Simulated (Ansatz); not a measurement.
C$_{2}$H$_{6}$AlFO (`[CH3][Al]([OH])[CH2]F`), charge 0, multiplicity 1.

**Question.** Give a relaxed structure at PBE0-D4/def2-TZVP (the Gaussian-basis code of Ansatz). (An estimate is asked.)

**Answer.** The calculation gave: 
Cartesian coordinates in Å:
```
C 0.2444 0.2945 -1.8106
Al 0.3578 -0.2954 0.0313
O 1.5963 -1.3752 0.4672
C -0.9013 0.3076 1.4440
F -1.8459 1.1900 0.8979
H -0.7897 0.2888 -2.1661
H 0.6018 1.3248 -1.9087
H 0.8455 -0.3301 -2.4750
H 1.7465 -1.7159 1.3464
H -0.4009 0.8317 2.2684
H -1.4543 -0.5208 1.9052
```
This is one stationary point; other conformers may exist.
